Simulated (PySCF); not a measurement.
# ²⁹Si chemical shifts

A single conformation, in vacuum, no relativistic terms, fast rotation and ring inversion assumed for equivalent nuclei. Shielding tensors at PBE0/pcSseg-1 (GIAO); geometry from GFN2-xTB; PySCF 2.14.

Shieldings were converted by a linear fit to measured shifts: ²⁹Si: δ = 279.94 − 0.822σ (rms 8.9 ppm, 72 shifts, 25.8 ppm with the 6 outliers that the fit left out vs TMS, solution or neat liquid). A few per cent of atoms miss by over 2 rms, more outside the fitted compound classes.

Problem. Give the ²⁹Si shifts of `C=C([SiH2]O[SiH2]Cl)C(C)=O`, `CO[SiH](O)O`, `C[Si@@H]([SiH2]O[SiH2]O)S[SiH3]`, `CC[Si@@H](O)O[SiH3]`, `CO[SiH2]O[SiH2]C`, `N#C[SiH2]C[C@H](F)[SiH3]`, `CCN[SiH2]C(C)C`.

Solution. 
| compound | environment | δ (ppm) |
| --- | --- | --- |
| [CH2:1]=[C:2]([SiH2:3][O:4][SiH2:5][Cl:6])[C:7]([CH3:8])=[O:9] | Si5: silicon bonded to Cl, O, 2 H | -30.8 |
| [CH2:1]=[C:2]([SiH2:3][O:4][SiH2:5][Cl:6])[C:7]([CH3:8])=[O:9] | Si3: silicon bonded to C, O, 2 H | -36.7 |
| CO[SiH](O)O | silicon bonded to 3 O, H | -53.7 |
| [CH3:1][Si@@H:2]([SiH2:3][O:4][SiH2:5][OH:6])[S:7][SiH3:8] | Si2: silicon bonded to C, S, Si, H | -28.4 |
| [CH3:1][Si@@H:2]([SiH2:3][O:4][SiH2:5][OH:6])[S:7][SiH3:8] | Si3: silicon bonded to O, Si, 2 H | -38.5 |
| [CH3:1][Si@@H:2]([SiH2:3][O:4][SiH2:5][OH:6])[S:7][SiH3:8] | Si5: silicon bonded to 2 O, 2 H | -41.0 |
| [CH3:1][Si@@H:2]([SiH2:3][O:4][SiH2:5][OH:6])[S:7][SiH3:8] | Si8: silicon bonded to S, 3 H | -55.9 |
| [CH3:1][CH2:2][Si@@H:3]([OH:4])[O:5][SiH3:6] | Si3: silicon bonded to C, 2 O, H | -27.9 |
| [CH3:1][CH2:2][Si@@H:3]([OH:4])[O:5][SiH3:6] | Si6: silicon bonded to O, 3 H | -45.1 |
| [CH3:1][O:2][SiH2:3][O:4][SiH2:5][CH3:6] | Si5: silicon bonded to C, O, 2 H | -25.3 |
| [CH3:1][O:2][SiH2:3][O:4][SiH2:5][CH3:6] | Si3: silicon bonded to 2 O, 2 H | -38.5 |
| [N:1]#[C:2][SiH2:3][CH2:4][C@H:5]([F:6])[SiH3:7] | Si7: silicon bonded to C, 3 H | -60.5 |
| [N:1]#[C:2][SiH2:3][CH2:4][C@H:5]([F:6])[SiH3:7] | Si3: silicon bonded to 2 C, 2 H | -64.6 |
| CCN[SiH2]C(C)C | silicon bonded to C, N, 2 H | -29.5 |
